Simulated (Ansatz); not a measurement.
Task: Name a neutral molecule of Si, Te and H with HOMO–LUMO gap (PBE/def2-TZVPP) between 3.80 and 4.10 eV and LUMO energy (B3LYP/def2-TZVPP) between -1.20 and -0.90 eV (Ansatz, PBE0-D4/def2-TZVP geometry).

Result: `[SiH3][TeH]` (3.98 eV, -0.96 eV). Other molecules can fit too; these were computed, each in one conformer that needn't be the lowest.

B3LYP here is the variant with VWN-RPA as its local correlation; programs differ in this.
